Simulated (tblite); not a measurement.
Record of a relaxation.

Species: C₂H₁₃BrSi₄.
Bonds: Si1–Si2, Si2–C3, C3–Si4, Si4–Si5, Si5–C6, C6–Br7. Hydrogens: H8, H9, H10 on Si1; H11, H12 on Si2; H13, H14 on C3; H15, H16 on Si4; H17, H18 on Si5; H19, H20 on C6.

Computed with GFN2-xTB (tblite), gas phase: L-BFGS steps from a force-field or distance-geometry start until the largest atomic force falls under 0.01 eV/Å. 7 of its 200 geometries are shown.

Step 0: E = -594.3971 eV, largest atomic force 2.011 eV/Å
```
atom  x, y, z in Å  |  force x, y, z in eV/Å
Si1     3.824    0.813   -0.447    0.402  -0.058  -0.008
Si2     1.593    1.014   -0.634    0.180   0.783  -0.441
C3      0.896   -0.649   -0.142    0.116  -0.797  -0.551
Si4    -0.546   -0.471    1.048    1.129  -0.081   1.278
Si5    -2.371   -1.194    0.037    0.154  -1.857  -0.390
C6     -3.606    0.120   -0.373   -1.920  -0.453  -0.388
Br7    -2.892    1.902   -0.429   -0.121   0.285   0.053
H8      4.472    1.950   -1.092    0.259  -0.051   0.115
H9      4.118    0.732    0.989    0.343  -0.053  -0.163
H10     4.199   -0.412   -1.170    0.275   0.085   0.194
H11     1.124    2.100    0.220   -0.259   0.092  -0.065
H12     1.299    1.301   -2.043   -0.340   0.073   0.048
H13     0.551   -1.118   -1.090    0.235  -0.010   0.673
H14     1.709   -1.284    0.272   -0.635   0.339  -0.259
H15    -0.241   -1.427    2.147   -0.070   0.267  -0.025
H16    -0.659    0.865    1.631    0.089   0.045   0.119
H17    -2.994   -2.211    0.903   -0.238   0.088  -0.209
H18    -2.006   -1.912   -1.215   -0.256   0.158   0.147
H19    -4.456    0.006    0.350    0.619   0.723  -0.579
H20    -4.018   -0.115   -1.374    0.038   0.421   0.452
```

Step 33: E = -594.9769 eV, largest atomic force 0.092 eV/Å
```
atom  x, y, z in Å  |  force x, y, z in eV/Å
Si1     3.964    0.890   -0.508   -0.016  -0.023   0.011
Si2     1.663    1.064   -0.690    0.001   0.010   0.004
C3      0.898   -0.596   -0.096    0.014   0.017  -0.016
Si4    -0.563   -0.591    1.134    0.078   0.028   0.041
Si5    -2.468   -1.328    0.050   -0.053  -0.022  -0.067
C6     -3.724    0.071   -0.368    0.000   0.056  -0.022
Br7    -2.849    1.813   -0.585    0.021   0.009  -0.014
H8      4.717    2.010   -1.081   -0.037  -0.033   0.015
H9      4.372    0.780    0.898    0.026   0.021  -0.011
H10     4.476   -0.328   -1.151    0.010   0.025  -0.014
H11     1.133    2.169    0.120   -0.036  -0.028  -0.022
H12     1.202    1.289   -2.071   -0.021   0.005   0.064
H13     0.588   -1.149   -0.984    0.075  -0.040   0.024
H14     1.701   -1.179    0.358   -0.034  -0.026  -0.039
H15    -0.227   -1.512    2.236   -0.034   0.012  -0.016
H16    -0.709    0.734    1.741    0.001   0.052   0.043
H17    -3.319   -2.308    0.741    0.006  -0.008   0.005
H18    -2.146   -1.936   -1.253   -0.041   0.018  -0.023
H19    -4.473    0.213    0.407    0.057  -0.002   0.007
H20    -4.239   -0.096   -1.311   -0.017  -0.071   0.031
```

Step 66: E = -595.0547 eV, largest atomic force 0.048 eV/Å
```
atom  x, y, z in Å  |  force x, y, z in eV/Å
Si1     3.971    0.985   -0.551   -0.030  -0.006  -0.013
Si2     1.658    0.968   -0.576   -0.008   0.011  -0.007
C3      1.002   -0.719    0.058   -0.003  -0.005   0.000
Si4    -0.611   -0.698    1.074    0.004  -0.001   0.027
Si5    -2.505   -1.309   -0.115    0.009   0.015  -0.016
C6     -3.705    0.175   -0.308    0.016   0.011  -0.029
Br7    -2.805    1.588   -1.320   -0.003   0.004   0.002
H8      4.544    2.184   -1.166   -0.005   0.016  -0.017
H9      4.531    0.922    0.804   -0.011  -0.017   0.006
H10     4.539   -0.158   -1.274    0.020  -0.016   0.000
H11     1.097    2.025    0.280    0.006  -0.005  -0.004
H12     1.083    1.175   -1.911   -0.022   0.004  -0.001
H13     0.884   -1.387   -0.796   -0.017  -0.002  -0.016
H14     1.778   -1.178    0.673   -0.008   0.020   0.043
H15    -0.459   -1.639    2.198    0.003  -0.015  -0.002
H16    -0.763    0.626    1.697   -0.008   0.011   0.011
H17    -3.342   -2.325    0.542   -0.013  -0.018  -0.007
H18    -2.298   -1.780   -1.492    0.015   0.009   0.002
H19    -3.998    0.622    0.638    0.027  -0.005   0.017
H20    -4.606   -0.066   -0.867    0.027  -0.009   0.002
```

Step 100: E = -595.0836 eV, largest atomic force 0.092 eV/Å
```
atom  x, y, z in Å  |  force x, y, z in eV/Å
Si1     3.809    0.976   -0.699   -0.006  -0.030   0.008
Si2     1.502    0.952   -0.541    0.031  -0.006  -0.004
C3      1.010   -0.711    0.278    0.018   0.002   0.040
Si4    -0.643   -0.776    1.215    0.034   0.025  -0.022
Si5    -2.374   -1.277   -0.230   -0.050   0.011   0.076
C6     -3.523    0.253   -0.355    0.024   0.030  -0.054
Br7    -2.629    1.635   -1.415   -0.017  -0.024   0.019
H8      4.370    2.169   -1.331   -0.014   0.019  -0.030
H9      4.450    0.880    0.618   -0.001   0.003   0.016
H10     4.309   -0.179   -1.454    0.021   0.007  -0.023
H11     0.984    2.060    0.276   -0.008  -0.038   0.015
H12     0.798    1.028   -1.827   -0.007  -0.005  -0.004
H13     1.010   -1.485   -0.492    0.006   0.010   0.015
H14     1.799   -0.995    0.975    0.015   0.030   0.012
H15    -0.575   -1.819    2.250    0.024  -0.043   0.032
H16    -0.835    0.485    1.952    0.000  -0.011  -0.026
H17    -3.258   -2.363    0.233    0.008   0.059  -0.059
H18    -2.014   -1.586   -1.619   -0.011  -0.026  -0.015
H19    -3.730    0.713    0.607   -0.029  -0.025   0.039
H20    -4.464    0.049   -0.855   -0.037   0.011  -0.034
```

Step 133: E = -595.1205 eV, largest atomic force 0.029 eV/Å
```
atom  x, y, z in Å  |  force x, y, z in eV/Å
Si1     3.701    0.971   -0.910    0.019  -0.001  -0.022
Si2     1.436    0.846   -0.474   -0.005  -0.021   0.000
C3      1.085   -0.694    0.608   -0.002  -0.012   0.006
Si4    -0.670   -0.894    1.312    0.008   0.007  -0.019
Si5    -2.284   -1.181   -0.323   -0.014  -0.012   0.015
C6     -3.441    0.343   -0.459   -0.006   0.009   0.002
Br7    -2.465    1.886   -1.158   -0.002   0.007   0.007
H8      4.092    2.203   -1.599   -0.008  -0.010   0.006
H9      4.512    0.904    0.311    0.004   0.005   0.006
H10     4.166   -0.139   -1.749    0.007   0.003  -0.004
H11     0.924    2.017    0.249   -0.015   0.004   0.005
H12     0.621    0.696   -1.688    0.006   0.001   0.001
H13     1.332   -1.586    0.027   -0.009   0.013   0.009
H14     1.783   -0.689    1.447   -0.004  -0.003  -0.006
H15    -0.680   -2.088    2.176    0.000   0.012   0.018
H16    -0.950    0.253    2.190    0.000   0.008  -0.003
H17    -3.240   -2.265   -0.037    0.008  -0.006  -0.016
H18    -1.813   -1.409   -1.694    0.013   0.007  -0.014
H19    -3.844    0.657    0.501   -0.001  -0.014   0.004
H20    -4.271    0.181   -1.143    0.002   0.005   0.003
```

Step 166: E = -595.1305 eV, largest atomic force 0.017 eV/Å
```
atom  x, y, z in Å  |  force x, y, z in eV/Å
Si1     3.704    0.939   -0.949    0.011   0.009  -0.010
Si2     1.447    0.787   -0.483   -0.009   0.003  -0.002
C3      1.075   -0.715    0.643    0.002   0.007  -0.002
Si4    -0.693   -0.830    1.334    0.001  -0.008  -0.009
Si5    -2.240   -1.165   -0.357   -0.003   0.005  -0.005
C6     -3.463    0.309   -0.442    0.000  -0.005   0.004
Br7    -2.495    1.968   -0.810   -0.005   0.004  -0.005
H8      4.041    2.184   -1.643    0.005  -0.005  -0.009
H9      4.540    0.906    0.256    0.002  -0.013   0.011
H10     4.189   -0.154   -1.800   -0.001   0.000   0.005
H11     0.932    1.979    0.204   -0.001   0.004  -0.002
H12     0.631    0.608   -1.695    0.001   0.000   0.006
H13     1.298   -1.630    0.091   -0.002  -0.001   0.003
H14     1.770   -0.700    1.483    0.000   0.003   0.002
H15    -0.754   -1.954    2.286    0.001  -0.004   0.004
H16    -0.961    0.383    2.122   -0.005  -0.002  -0.002
H17    -3.139   -2.320   -0.192    0.011   0.009  -0.002
H18    -1.700   -1.269   -1.720    0.003   0.000   0.000
H19    -3.988    0.474    0.496   -0.011  -0.003   0.002
H20    -4.198    0.210   -1.237    0.000  -0.002   0.010
```

Step 199: E = -595.1334 eV, largest atomic force 0.008 eV/Å
```
atom  x, y, z in Å  |  force x, y, z in eV/Å
Si1     3.731    0.891   -0.947   -0.002   0.000   0.000
Si2     1.465    0.810   -0.499    0.006   0.000   0.005
C3      1.081   -0.669    0.653   -0.001  -0.001   0.003
Si4    -0.696   -0.796    1.315    0.000   0.002   0.000
Si5    -2.216   -1.138   -0.399    0.001  -0.002  -0.003
C6     -3.521    0.267   -0.401    0.002  -0.001   0.002
Br7    -2.641    1.980   -0.737   -0.002  -0.003   0.001
H8      4.126    2.108   -1.660    0.001   0.001  -0.001
H9      4.548    0.841    0.271    0.000   0.000  -0.002
H10     4.185   -0.234   -1.773    0.001  -0.002   0.000
H11     0.964    2.021    0.161   -0.002   0.000   0.000
H12     0.649    0.619   -1.709   -0.003   0.002  -0.001
H13     1.325   -1.594    0.126    0.001   0.003  -0.001
H14     1.760   -0.628    1.506   -0.002   0.000   0.000
H15    -0.761   -1.920    2.268   -0.001  -0.002  -0.001
H16    -0.988    0.413    2.100    0.001   0.001  -0.002
H17    -3.042   -2.353   -0.295   -0.001   0.000   0.000
H18    -1.676   -1.136   -1.765    0.001  -0.001   0.002
H19    -4.031    0.373    0.553    0.000  -0.001  -0.002
H20    -4.269    0.156   -1.182    0.001   0.003   0.000
```

Task: Summarise the path.

Result: The energy falls by 0.7363 eV from step 0 to step 199; nine tenths of that is first reached at step 74. It falls at every step. The largest force goes from 2.011 to 0.008 eV/Å. Among the bonds Si4–Si5 changes most, from 2.208 to 2.316 Å; the atoms move by 0.792 Å rms after alignment.

Task: Follow the three bonds and two angles with the largest change from start to end.

Result: 
| step | E above end (eV) | largest force (eV/Å) | Si4–Si5 (Å) | Si5–C6 (Å) | Si1–Si2 (Å) | Si4–Si5–H17 (°) | Br7–C6–H19 (°) |
| --- | --- | --- | --- | --- | --- | --- | --- |
| 0 | 0.7363 | 2.011 | 2.208 | 1.850 | 2.247 | 107.9 | 113.3 |
| 9 | 0.2252 | 0.422 | 2.301 | 1.920 | 2.301 | 112.1 | 104.3 |
| 17 | 0.1838 | 0.182 | 2.310 | 1.924 | 2.303 | 116.3 | 106.4 |
| 26 | 0.1676 | 0.087 | 2.318 | 1.925 | 2.308 | 118.9 | 105.5 |
| 35 | 0.1529 | 0.111 | 2.317 | 1.927 | 2.315 | 117.4 | 106.5 |
| 43 | 0.1335 | 0.121 | 2.312 | 1.919 | 2.313 | 115.6 | 105.4 |
| 52 | 0.1070 | 0.192 | 2.307 | 1.914 | 2.313 | 114.0 | 107.1 |
| 61 | 0.0823 | 0.084 | 2.320 | 1.917 | 2.312 | 114.2 | 106.0 |
| 69 | 0.0765 | 0.051 | 2.319 | 1.919 | 2.312 | 114.7 | 106.3 |
| 78 | 0.0711 | 0.059 | 2.314 | 1.916 | 2.313 | 115.2 | 105.9 |
| 87 | 0.0655 | 0.084 | 2.321 | 1.919 | 2.310 | 115.1 | 106.0 |
| 95 | 0.0564 | 0.096 | 2.315 | 1.918 | 2.312 | 115.9 | 106.2 |
| 104 | 0.0422 | 0.064 | 2.311 | 1.916 | 2.314 | 116.5 | 105.9 |
| 112 | 0.0307 | 0.076 | 2.316 | 1.918 | 2.306 | 116.9 | 105.9 |
| 121 | 0.0187 | 0.086 | 2.320 | 1.918 | 2.316 | 114.9 | 105.8 |
| 130 | 0.0135 | 0.041 | 2.315 | 1.918 | 2.311 | 114.0 | 105.9 |
| 138 | 0.0112 | 0.040 | 2.318 | 1.919 | 2.312 | 114.3 | 105.8 |
| 147 | 0.0064 | 0.045 | 2.316 | 1.920 | 2.313 | 115.1 | 105.6 |
| 156 | 0.0037 | 0.025 | 2.315 | 1.919 | 2.310 | 115.7 | 105.8 |
| 164 | 0.0030 | 0.023 | 2.316 | 1.918 | 2.310 | 116.0 | 105.9 |
| 173 | 0.0024 | 0.020 | 2.315 | 1.918 | 2.310 | 116.1 | 106.0 |
| 182 | 0.0013 | 0.025 | 2.315 | 1.918 | 2.312 | 116.1 | 105.8 |
| 190 | 0.0006 | 0.033 | 2.315 | 1.917 | 2.313 | 115.8 | 105.9 |
| 199 | 0.0000 | 0.008 | 2.316 | 1.918 | 2.311 | 116.0 | 106.0 |

What follows is the cost of the whole relaxation. Hardware: one thread of an Arm Neoverse N1, no GPU (shared host). Cost: 4.0 s of wall time.
